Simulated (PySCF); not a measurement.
CH8Ge2. Atoms are numbered in the order given.

```xyz
11

Ge     1.6537     0.0000    -0.1033
C      0.0000     0.0000     0.9580
Ge    -1.6537     0.0000    -0.1033
H      2.8867     0.0000     0.8214
H      1.7049    -1.2516    -0.9995
H      1.7049     1.2516    -0.9995
H      0.0000     0.8886     1.6102
H      0.0000    -0.8886     1.6102
H     -1.7049    -1.2516    -0.9995
H     -1.7049     1.2516    -0.9995
H     -2.8867     0.0000     0.8214
```

The structure is a stationary point at TPSSh-D3(BJ)/def2-SVP.

Computed with CAM-B3LYP/def2-TZVP in PySCF.

Gas-phase values at a fixed geometry.

Computed frontier levels, gap, dipole moment and polarisability:
```
Property                                                                                                        Value
---------------------------------------------------------------------------------------------  ----------------------
highest occupied level                                                                                       -9.77 eV
lowest empty level                                                                                            1.26 eV
orbital gap                                                                                                  11.03 eV
dipole moment                                                                                                  0.70 D
quadrupole, principal values (traceless, Buckingham form, about the centre of nuclear charge)   -2.44, 1.17, 1.26 D·Å
mean static polarisability                                                                      74.9 bohr³ (11.10 Å³)
polarisability, principal values                                                               66.5, 69.0, 89.3 bohr³
```
